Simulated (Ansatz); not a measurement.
Gas-phase electronic energies from Ansatz, PBE0-D4/def2-TZVP geometries. CBS: MP2 limit from def2 TZ/QZ plus the TZ coupled-cluster correction, frozen cores. This one scheme is used for every species. DFT in def2-TZVPP. Each species was taken in one conformer, which may not be the lowest.

`BB(N)O` + `N[SiH2]P` → `B[SiH](N)P` + `NBO`  (formal exchange of groups at a B–B bond)

`BB(N)O`:

Cartesian coordinates in Å:
```
B 1.153 -0.633 -0.513
B -0.342 0.034 -0.035
N -0.390 1.030 0.954
O -1.556 -0.375 -0.548
H 2.157 0.019 -0.592
H 1.272 -1.798 -0.784
H 0.433 1.454 1.340
H -1.256 1.384 1.328
H -1.471 -1.115 -1.150
```

`N[SiH2]P`:

Z-matrix (Å, degrees):
```
Si
P 1 2.257
N 1 1.718 2 108.0
H 1 1.494 2 110.1 3 -126.2
H 1 1.487 2 109.1 3 115.8
H 2 1.424 1 92.6 3 68.3
H 2 1.423 1 93.3 3 161.0
H 3 1.007 1 119.9 2 149.4
H 3 1.007 1 121.1 2 -63.7
```

`B[SiH](N)P`:

Z-matrix (Å, degrees):
```
B
P 1 2.479
Si 1 1.936 2 61.9
H 1 1.194 2 105.9 3 117.4
H 1 1.199 2 105.4 3 -114.0
H 2 1.419 1 89.8 3 -95.8
H 2 1.459 1 45.0 3 169.4
N 3 1.706 1 121.8 2 -110.7
H 3 1.480 1 124.3 2 95.4
H 8 1.006 3 122.2 1 160.6
H 8 1.006 3 120.3 1 8.8
```

`NBO`:

Z-matrix (Å, degrees):
```
N
B 1 1.397
H 1 1.003 2 122.7
H 1 1.006 2 122.6 3 -180.0
O 2 1.371 1 118.7 3 -180.0
H 2 1.202 1 119.9 3 -0.0
H 5 0.957 2 112.5 1 -180.0
```

Is it downhill or uphill in electronic energy at CCSD(T)/CBS, and by how much? (Estimate.)

Computed: Downhill: ΔE = -0.27 eV.

What do these levels give: LDA (SPW92), PBE-D4, r2SCAN-D4, ωB97X-V, ωB97M-V, BLYP? (An estimate is asked.)

Ansatz gave: LDA (SPW92) -0.74, PBE-D4 -0.55, r2SCAN-D4 -0.45, ωB97X-V -0.21, ωB97M-V -0.31, BLYP -0.26 eV.

Largest T1 diagnostic among the species: 0.016.

From PBE to PBE0 (25 % exact exchange), in def2-TZVPP and without D4, ΔE moves by +0.10 eV. In def2-TZVPP, CCSD(T) changes the Hartree–Fock value by −0.53 eV (the triples alone add −0.10 eV) and MP2 by −0.60 eV. The D4 term adds −0.05 eV with B3LYP and −0.03 eV with PBE0; it sums over pairs of atoms, weighted by their polarisabilities, and B3LYP, whose exchange is more repulsive, gets the larger term.

B3LYP here is the variant with VWN-RPA as its local correlation; programs differ in this.
